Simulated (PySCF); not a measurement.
Computed NMR parameters against published values

Structure with atom numbers: `[CH3:1][C:2]([CH3:3])([CH3:4])[S:5]([CH3:6])(=[O:7])=[O:8]`. Each H is labelled by its parent atom.

What is known from experiment: δ 13C C2 57.6; C1/C3/C4 22.7; δ 1H H(C1)/H(C3)/H(C4) 1.44 ppm (measured; solution, not stated per compound (mostly CDCl3 or CCl4); Pretsch, Buehlmann, Badertscher, Structure Determination of Organic Compounds, 4th ed. (2009)).

PySCF calculation with NMR shieldings at PBE0/pcSseg-1/GIAO and PBE0-D3(BJ)/def2-SVP structure; one conformer, no relativistic terms, gas phase, rapidly exchanging positions averaged.

Problem. Set the calculated values beside the experiment.

Solution. 
Reference values: measured (solution, not stated per compound (mostly CDCl3 or CCl4); Pretsch, Buehlmann, Badertscher, Structure Determination of Organic Compounds, 4th ed. (2009)).
```
            atoms  quantity  reference  computed  computed, scaled
               C2     δ 13C       57.6      62.4              59.7
         C1/C3/C4     δ 13C       22.7      23.7              22.2
H(C1)/H(C3)/H(C4)      δ 1H       1.44      1.28              1.42
```

Computed shifts are σ(ref) − σ with the named reference compound (TMS for H and C) calculated as an isolated molecule at the same level. The measured values may be among those fitted. Scaled to experiment by linear calibration (H and C: mostly CDCl3 data, vs TMS): 13C (scatter 1.9 ppm rms, 2.3 ppm with the 23 outliers that the fit left out); 1H (scatter 0.21 ppm rms, 0.22 ppm with the 3 outliers that the fit left out). A few per cent of atoms miss by over 2 rms, more outside the fitted compound classes.

Problem. How far are the unscaled 13C shifts from the references?

Solution. Mean signed difference +2.90 ppm, mean absolute 2.90 ppm over 2 comparisons; the largest is +4.8 ppm at C2 (fully substituted sp3 carbon bonded to S).

3 of the 6 published NMR values on file for this molecule are compared.
